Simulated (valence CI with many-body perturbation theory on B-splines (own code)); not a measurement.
Level structure of Fe19+

Level of theory: relativistic CI+MBPT: five valence electrons over a frozen Dirac-Fock core [He], a basis of 11 s, 11 p, 10 d, 8 f, 5 g, 2 h functions for each j, with the one-electron correlation potential Σ1, the two-electron term Σ2, the three-electron term Σ3, Breit, model QED; selected CI, second order for the rest, scaled by the run's own slope (own B-spline code, finite nucleus).

No measured levels were compared; by estimate levels of excited configurations hold to 0.05 to 0.15 % of their energy, terms of the ground configuration to about 0.5 %. Among the levels kept, up to 5400 cm⁻¹ of a level comes from second order outside the variational space, and about a tenth of that is noise between levels of different J, which matters for small intervals.

Levels 91 to 135 of 204, with energies above the lowest level, 2s²2p³ ⁴S°_3/2. "Leading %" is the weight of the configuration and term that name the level; weights of strongly mixed levels are sums over their largest components and can fall short. In the jj column 3d3/2^4 stands for four electrons in 3d with j = 3/2. Lifetimes count E1, E2, E3, M1 and M2 decay at the calculated energies, and are blank where another channel may lead or the interval is too uncertain; long ones can be off by a factor of two.

```tsv
No.	Configuration	Term	J	E (eV)	Leading %	g	Leading jj	Lifetime
91	2s2p³3d	⁶D°	5/2	1006.3	81	1.620	2s 2p1/2 2p3/2^2 3d3/2 (30 %)	2.04 ps
92	2s2p³3d	⁶D°	7/2	1006.4	96	1.576	2s 2p1/2 2p3/2^2 3d5/2 (27 %)	34.6 ps
93	2s2p³3s	⁴P°	5/2	1006.4	56	1.525	2s 2p3/2^3 3s (48 %)	846 fs
94	2s2p³3d	⁶D°	9/2	1006.6	97	1.546	2s 2p1/2 2p3/2^2 3d5/2 (50 %)	400 ps
95	2s2p³3p	⁴D	1/2	1009.8	75	0.243	2s 2p1/2^2 2p3/2 3p1/2 (47 %)	1.04 ps
96	2s2p³3p	⁴D	3/2	1010.1	58	1.212	2s 2p1/2 2p3/2^2 3p1/2 (53 %)	809 fs
97	2s2p³3s	²P°	1/2	1010.9	88	0.689	2s 2p1/2 2p3/2^2 3s (76 %)	411 fs
98	2s2p³3p	⁴F	5/2	1011.7	51	1.189	2s 2p1/2 2p3/2^2 3p1/2 (62 %)	4.68 ps
99	2s2p³3p	⁴F	3/2	1011.9	61	0.712	2s 2p1/2^2 2p3/2 3p1/2 (52 %)	726 fs
100	2s2p³3s	²P°	3/2	1012.6	69	1.221	2s 2p3/2^3 3s (41 %)	369 fs
101	2s2p³3p	⁴F	7/2	1014.2	66	1.293	2s 2p1/2 2p3/2^2 3p1/2 (63 %)	8.65 ps
102	2s2p³3p	⁴D	5/2	1014.8	60	1.266	2s 2p1/2 2p3/2^2 3p3/2 (41 %)	5.16 ps
103	2s2p³3p	²P	3/2	1016.1	39	1.164	2s 2p1/2 2p3/2^2 3p3/2 (54 %)	399 fs
104	2s2p³3p	⁴D	7/2	1016.4	67	1.354	2s 2p1/2 2p3/2^2 3p3/2 (61 %)	1.72 ps
105	2s2p³3p	²P	1/2	1017.3	75	0.616	2s 2p1/2 2p3/2^2 3p3/2 (51 %)	203 fs
106	2s2p³3p	²F	5/2	1017.8	80	0.929	2s 2p1/2^2 2p3/2 3p3/2 (46 %)	211 fs
107	2s2p³3p	⁴F	9/2	1018.1	99	1.331	2s 2p1/2 2p3/2^2 3p3/2 (99 %)	91.8 ps
108	2s2p³3p	²F	7/2	1019.2	78	1.198	2s 2p1/2 2p3/2^2 3p3/2 (72 %)	278 fs
109	2s2p³3d	⁴D°	5/2	1019.4	93	1.360	2s 2p1/2^2 2p3/2 3d5/2 (30 %)	139 fs
110	2s2p³3d	⁴D°	3/2	1019.8	95	1.190	2s 2p1/2 2p3/2^2 3d5/2 (38 %)	137 fs
111	2s2p³3d	⁴D°	7/2	1020.2	95	1.418	2s 2p1/2 2p3/2^2 3d5/2 (33 %)	117 fs
112	2s2p³3d	⁴D°	1/2	1020.4	97	0.021	2s 2p1/2 2p3/2^2 3d5/2 (54 %)	126 fs
113	2s2p³3p	⁴P	3/2	1022.6	60	1.743	2s 2p1/2 2p3/2^2 3p3/2 (57 %)	924 fs
114	2s2p³3p	⁴P	1/2	1023.3	93	2.587	2s 2p1/2^2 2p3/2 3p3/2 (52 %)	6.39 ps
115	2s2p³3p	⁴P	5/2	1024.9	89	1.555	2s 2p1/2 2p3/2^2 3p1/2 (67 %)	920 fs
116	2s2p³3s	⁴S°	3/2	1025.0	79	1.884	2s 2p1/2 2p3/2^2 3s (64 %)	799 fs
117	2s2p³3p	²D	3/2	1025.6	63	0.976	2s 2p1/2 2p3/2^2 3p3/2 (57 %)	164 fs
118	2s2p³3p	²D	5/2	1028.4	79	1.225	2s 2p1/2 2p3/2^2 3p3/2 (84 %)	202 fs
119	2s2p³3s	²S°	1/2	1029.1	72	1.667	2s 2p1/2 2p3/2^2 3s (65 %)	242 fs
120	2s2p³3p	⁴D	1/2	1029.4	72	0.206	2s 2p1/2 2p3/2^2 3p1/2 (86 %)	726 fs
121	2s2p³3s	²D°	5/2	1030.2	91	1.223	2s 2p1/2 2p3/2^2 3s (68 %)	400 fs
122	2s2p³3p	⁴D	3/2	1031.0	78	1.122	2s 2p1/2 2p3/2^2 3p1/2 (57 %)	1.21 ps
123	2s2p³3s	²D°	3/2	1031.1	85	0.869	2s 2p1/2 2p3/2^2 3s (59 %)	456 fs
124	2s2p³3p	⁴D	5/2	1032.5	73	1.307	2s 2p1/2 2p3/2^2 3p3/2 (39 %)	1.14 ps
125	2s2p³3p	⁴S	3/2	1033.7	57	1.837	2s 2p1/2 2p3/2^2 3p3/2 (57 %)	1.67 ps
126	2s2p³3p	⁴D	7/2	1035.0	73	1.373	2s 2p3/2^3 3p3/2 (57 %)	1.26 ps
127	2s2p³3p	²P	1/2	1035.1	52	0.985	2s 2p1/2 2p3/2^2 3p3/2 (52 %)	332 fs
128	2s2p³3p	⁴P	1/2	1036.0	66	2.037	2s 2p1/2 2p3/2^2 3p1/2 (64 %)	366 fs
129	2s2p³3p	⁴P	3/2	1036.9	57	1.421	2s 2p1/2 2p3/2^2 3p3/2 (58 %)	466 fs
130	2s2p³3p	⁴P	5/2	1037.3	59	1.434	2s 2p1/2 2p3/2^2 3p3/2 (36 %)	518 fs
131	2s2p³3p	²D	3/2	1038.1	48	1.185	2s 2p1/2 2p3/2^2 3p3/2 (53 %)	293 fs
132	2s2p³3p	²P	3/2	1040.7	57	1.143	2s 2p3/2^3 3p3/2 (48 %)	236 fs
133	2s2p³3d	⁴F°	3/2	1040.8	93	0.439	2s 2p1/2 2p3/2^2 3d3/2 (42 %)	1.79 ps
134	2s2p³3p	²D	5/2	1041.0	49	1.278	2s 2p3/2^3 3p3/2 (54 %)	341 fs
135	2s2p³3d	⁴F°	5/2	1041.8	80	0.987	2s 2p1/2 2p3/2^2 3d3/2 (56 %)	1.06 ps
```

Names give the largest LS component (configuration and term), which can be under half, so a name can repeat, a term be missing and a line seem to break the LS rules; names also repeat where a configuration has a term twice.

Where two levels of one J and parity lie close, their mixing, g and order are uncertain.
